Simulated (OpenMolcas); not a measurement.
**Potential curves of AlAs: spin-free states**

Calculated with OpenMolcas 26.06: state-averaged CASSCF(6,7) over As 4p, Al 3s 3p, XMS-CASPT2 (IPEA 0.25, imaginary shift 0.2 hartree), scalar X2C, ANO-RCC-VTZP, then RASSI spin–orbit state interaction with atomic mean-field integrals. C2 symmetry about the axis (a holds Σ, Δ, Γ; b holds Π, Φ, H; Σ⁺ and Σ⁻ are not told apart); roots by multiplicity and irrep: 3a 2, 3b 8, 1a 4, 1b 4, 5b 2.

XMS-CASPT2 energies in eV from the lowest point. Curves are followed by energy order within each symmetry, so they are adiabatic and may change character at avoided crossings; Σ⁺ and Σ⁻ are counted together.

| R (Å) | (1)3Σ | (1)3Π | (1)5Π | (2)3Σ | (2)1Π |
| --- | --- | --- | --- | --- | --- |
| 2.197 | 0.564 | 0.096 | 2.546 | 2.470 | 3.371 |
| 2.325 | 0.184 | 0.004 | 2.133 | 2.463 | 3.011 |
| 2.440 | 0.032 | 0.081 | 1.938 | 2.558 | 2.867 |
| 2.555 | 0.000 | 0.203 | 1.849 | 2.709 | 2.836 |
| 2.683 | 0.057 | 0.415 | 1.823 | 2.905 | 2.884 |
| 2.811 | 0.175 | 0.647 | 1.833 | 3.100 | 2.984 |
| 2.989 | 0.403 | 0.967 | 1.870 | 3.316 | 3.156 |
| 3.219 | 0.740 | 1.343 | 1.920 | 3.447 | 3.354 |

Task: With masses 74.922 and 26.982 u, fit the curves (1)3Σ, (2)1Π near their minima.

Result: At XMS-CASPT2, Te from the lowest curve (the fit fixes ωe to a per cent or two; the method's Re and ωe can be off by some per cent):

```json
{"curve": "(1)3Σ", "Te (cm⁻¹)": "0", "Re (Å)": "2.536", "ωe (cm⁻¹)": "295.3"}
{"curve": "(2)1Π", "Te (cm⁻¹)": "22870", "Re (Å)": "2.540", "ωe (cm⁻¹)": "281.8"}
```

Left out for impure symmetry, kinks or missing points, though low: (1)1Σ, (1)1Π, (1)1Δ, (2)1Σ, (2)3Π, (3)3Π, (1)3Φ. Only roots inside an energy window near the equilibrium distance were included, so the list of states is not complete; labels number the states computed. Each spin and symmetry block has orbitals of its own, averaged over its own roots, so gaps between blocks are less sure than gaps within one and near the minimum can be off by tenths of an eV, in bad cases by more. No Rydberg orbitals are active, so Rydberg states, and σ→σ* states whose orbital the CASSCF left unused, can be missing between those listed. CASPT2 splits the two components of degenerate states numerically, here by up to 44 cm⁻¹. No roots were computed in block 5a (none fell in the window or the block failed), so states of that kind are missing and can lie low or lowest. Points that failed a check (symmetry, reference weights, a jump) are left out.
